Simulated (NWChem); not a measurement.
# C2H8OSi; SMILES COC[SiH3]

```xyz
12

C      0.7132     1.8228     0.2379
O     -0.3469     1.2122    -0.4590
C     -0.8524     0.0503     0.1794
Si     0.1915    -1.5373    -0.1240
H      1.0159     2.7195    -0.3371
H      0.4075     2.1453     1.2646
H      1.6039     1.1572     0.3454
H     -0.9966     0.2126     1.2780
H     -1.8644    -0.1353    -0.2418
H      1.5974    -1.3970     0.3938
H      0.2551    -1.8301    -1.5971
H     -0.4623    -2.6943     0.5861
```
Atoms are numbered in this order, from 1.

Level: PBE-D3(BJ)/def2-SVP (NWChem), optimised geometry, unscaled harmonic frequencies. 

```tsv
frequency (cm⁻¹)	IR intensity (km/mol)
66	2.6
151	1.0
181	0.2
259	7.6
392	3.1
474	6.9
545	16.2
708	21.8
838	41.9
876	194.2
906	33.0
912	19.3
939	23.2
1121	52.4
1136	2.4
1176	87.0
1242	14.1
1257	15.8
1382	4.3
1402	6.9
1413	0.4
1438	13.6
2155	73.1
2168	97.7
2179	96.6
2887	55.2
2895	56.6
2948	53.4
3008	10.6
3065	19.3
```

```yaml
zero_point_energy: 57.3 kcal/mol
thermal correction to the enthalpy at 298.15 K (with zero-point energy): 62.1 kcal/mol
heat capacity Cv: 22.3 cal/(mol K)
entropy at 298.15 K and 1 atm (symmetry number 1): 78.9 cal/(mol K)
dipole_moment: 1.06 D
```

Rigid rotor and harmonic oscillator; modes under 100 cm⁻¹ make the entropy uncertain.
